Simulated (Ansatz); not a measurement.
System: SiHF$_{2}$, charge 0, doublet. SiHF2 (SMILES [SiH](F)F, doublet).
B3LYP-D3(BJ)/def2-TZVP minimum from Ansatz (a quantum-chemistry and plane-wave program):
```xyz
4

Si    -0.3122    -0.3714    -0.1032
F     -0.2332     0.4434     1.2703
F      0.6965     0.3283    -1.1277
H      0.2011    -1.7466     0.1618
```
Charge 0, spin multiplicity 2.

Hartree-Fock and CCSD correlation energies in hartree (Ansatz). Open shells are spin-unrestricted; no spin-orbit coupling. Correlated methods leave the cores frozen. No relativity.

```
basis        X       E(HF)  E(corr, CCSD)
-----------  -  ----------  -------------
cc-pV(T+d)Z  3  -488.57521       -0.60951
cc-pV(Q+d)Z  4  -488.59953       -0.66154
cc-pV(5+d)Z  5  -488.60481       withheld
```

Fit E(corr) = E∞ + A/X³ to X = 3 and 4, predict X = 5, and compare with the run.

A = (-0.60951 - (-0.66154))/(1/27 - 1/64) = 2.4299; E∞ = -0.66154 - A/64 = -0.69951; at X = 5, E∞ + A/125 = -0.68007. The run gave -0.68087, 0.80 mEh below the prediction. The same form on X = 4 and 5 gives E∞ = -0.70115, 1.64 mEh below the first estimate.
